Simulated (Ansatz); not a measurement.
An input meant for (HCd-mu-Cl)2 (Cd2H2Cl2) (charge 0, singlet; with a point charge).

```yaml
crystal:
  periodic: [true, true, true]
  atoms:
    - {symbol: Cd, position_ang: [1.448777, -0.248219, 1.136462]}
    - {symbol: H, position_ang: [2.758904, -0.477112, 2.159560]}
    - {symbol: Cl, position_ang: [1.078140, 0.545452, -1.256094]}
    - {symbol: Cd, position_ang: [-1.449383, 0.249144, -1.135476]}
    - {symbol: H, position_ang: [-2.756873, 0.466041, -2.164554]}
    - {symbol: Cl, position_ang: [-1.079575, -0.535296, 1.260101]}
basis:
  gaussian: {orbitals: def2-TZVPD, point_charges: [{charge: -1.00, position_ang: [5.413, 0.146, -0.611]}]}
hamiltonian: {xc: {name: B3LYP}, pseudopotentials: {relativity: none}}
scf: {lower_state_search: off}
```

```sh
$ ansatz run in.yaml --threads 4 --pin off --events-out ev --progress --plain --max-ram 3916MiB
```

Predict how Ansatz answers.

The input was rejected before any iteration. The species is marked periodic without a cell.
```
Error: YAML parse error: error: line 2 column 3: crystal: missing field `lattice` (a structure is typed as `lattice` and `atoms`, a molecule's as `atoms` in Å alone, or read from a run's directory, `checkpoint`)
 --> <input>:2:3
1 | crystal:
2 |   periodic: [true, true, true]
3 |   atoms:
4 |     - {symbol: Cd, position_ang: [1.448777, -0.248219, 1.136462]}
```
